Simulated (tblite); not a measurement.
Compound: C7H10N (doublet state).
Structure used (GFN2-xTB), in Å, numbered top down from 1:
```
atom  x, y, z in Å
C1     2.7129   -0.3090   -0.7159
N2     1.7180   -0.2755    0.0406
C3     0.4782    0.2757   -0.4125
C4    -0.0326    1.3539    0.5791
C5    -1.4935    1.1197    0.6954
C6    -1.8286   -0.2214    0.2893
C7    -0.9993   -1.3424    0.9132
C8    -0.6064   -0.7934   -0.4133
H9     2.7222    0.0731   -1.7448
H10    3.6307   -0.7408   -0.3446
H11    0.5641    0.7035   -1.4287
H12    0.4837    1.2099    1.5374
H13    0.2059    2.3646    0.2400
H14   -2.2048    1.8844    0.9347
H15   -2.8381   -0.4563   -0.0175
H16   -0.3867   -1.1025    1.7662
H17   -1.4420   -2.3264    0.9389
H18   -0.6926   -1.4106   -1.2957
```

Structure optimised with GFN2-xTB, isolated species. This method treats the open shell by occupation alone, without spin polarisation.

Take the most abundant isotopes and a rigid rotor. The values belong to one conformer with, in the numbering `[CH2:1]=[N:2][C@@H:3]1[CH2:4][CH:5][C@@H:6]2[CH2:7][C@H:8]12`, C1–N2–C3–C4 -127°, N2–C3–C4–C5 -138°, C3–C4–C5–C6 21°, C4–C5–C6–C7 50°, C5–C6–C7–C8 -95°.

Question: Give the principal moments of inertia and the rotational constants in MHz.

Answer: Ia = 117.25, Ib = 296.46, Ic = 360.68 u·Å²; 505379 MHz·u·Å²/I gives A = 4310, B = 1705, C = 1401 MHz.

Question: Classify the top.

Answer: An asymmetric top. Ray's parameter κ = (2B − A − C)/(A − C) = -0.791; −1 is the prolate and +1 the oblate limit.

Question: Is it planar, by Δ = Ic − Ia − Ib?

Answer: Not planar: Δ = Ic − Ia − Ib = -53.02 u·Å². For a rigid frame Δ = −2 Σ m c², so Σ m c² = 26.51 u·Å² lies off the ab plane: 11.07 from hydrogen and 15.45 from heavier atoms. The atom farthest from that plane is 1.60 Å away.

Question: Give the other two planar moments, Paa and Pbb, and the rms extents of the mass along the axes.

Answer: Paa = Σ m a² = (Ib + Ic − Ia)/2 = 269.95 and Pbb = Σ m b² = (Ia + Ic − Ib)/2 = 90.74 u·Å². With the mass M = 108.08 u, the rms extents √(P/M) along a, b and c are 1.58, 0.92, 0.50 Å.

Question: Where do the levels up to J = 2 lie, in K?

Answer: Above 0(0,0), as E/k:
J = 1: 1(0,1) 0.149, 1(1,1) 0.274, 1(1,0) 0.289
J = 2: 2(0,2) 0.446, 2(1,2) 0.558, 2(1,1) 0.601, 2(2,1) 0.977, 2(2,0) 0.978

Question: Estimate the classical rotational partition function at 10 K, 25 K and 500 K.

Answer: Point group C1, symmetry number σ = 1; q = (√π/σ)·√((kT/h)³/(ABC)), k/h = 20836.6 MHz/K: 1660 at 10 K, 6570 at 25 K, 587000 at 500 K.

For this open shell read J as N, the rotation without spin; fine and hyperfine splittings come on top. Its GFN2-xTB frequencies are all real (lowest 80 cm⁻¹). Constants of a rigid frame at the computed geometry: no zero-point averaging, no centrifugal distortion.
